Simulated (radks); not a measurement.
Values are calculated unless marked as measured or tabulated.
Fractional charge and spin in the 5p shell of gadolinium: the spin-up occupation runs from 2 to 3 and the spin-down occupation from 2 to 3; the fullest corner is Gd2+, [Kr] 4d10 4f(up 3.5, down 3.5) 5s2 5d(up 0.5, down 0.5) 5p(up 3, down 3). Level of theory: scalar-relativistic Kohn-Sham, PBE, spin-polarised, spherical densities, finite nucleus; Fermi nuclear charge, rms radius of each element as measured or else 0.836 A^(1/3) + 0.57 fm (a radial shooting solver on a logarithmic mesh with Libxc functionals). Energy (eV) minus the two flat planes that join the four corners (they meet along the diagonal where the two added fractions sum to one electron); zero is where a piecewise linear energy would lie.

\begin{tabular}{lrrrrr}
down \ up & 2 & 2.25 & 2.5 & 2.75 & 3 \\ \hline
2 & 0.000 & -1.240 & -1.647 & -1.230 & 0.000 \\
2.25 & -1.240 & -1.589 & -1.117 & 0.167 & -1.163 \\
2.5 & -1.647 & -1.117 & 0.222 & -1.054 & -1.542 \\
2.75 & -1.230 & 0.167 & -1.054 & -1.489 & -1.150 \\
3 & 0.000 & -1.163 & -1.542 & -1.150 & 0.000 \\
\end{tabular}

Corners above the fullest one (they belong to Gd3+ and the next ion): (up 3, down 2) 47.053 eV, (up 2, down 3) 47.053 eV, (up 2, down 2) 107.77 eV. With half an added electron in each spin the energy lies 0.222 eV from the planes, and with half an added electron in spin up alone -1.647 eV. The planes are only a guide here: the flat-plane condition holds for ground states with one frontier orbital, while this shell lies below other occupied shells, so the corners above the fullest one are inner-hole states and not the ground states of those ions.
